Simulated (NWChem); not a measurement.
System: ReO$_{4}$ anion; SMILES [O]=[Re-](=[O])(=[O])=[O]

Results from NWChem. Sets without diffuse functions describe the anion's extra electron poorly. Geometry: optimised at B3LYP/def2-SVPD. Not confirmed as a minimum by frequencies. def2 effective core potentials on Re; no spin-orbit coupling. Total energies compare along this basis series because the functional is fixed.

```tsv
level	basis functions	energy (Ha)	highest occupied level (eV)	orbital gap (eV)
PBE0/def2-SVP	88	-378.8436	…	7.14
PBE0/def2-SVPD	127	-378.8780	-3.94	6.99
PBE0/def2-TZVP	164	-379.2429	-3.67	7.15
PBE0/def2-TZVPD	203	-379.2483	-3.81	7.05
PBE0/def2-TZVPP	180	-379.2515	-3.66	7.18
```

**Question.** Some entries are withheld; supply them.

**Answer.** 
- PBE0/def2-SVP, highest occupied level (eV): -3.50
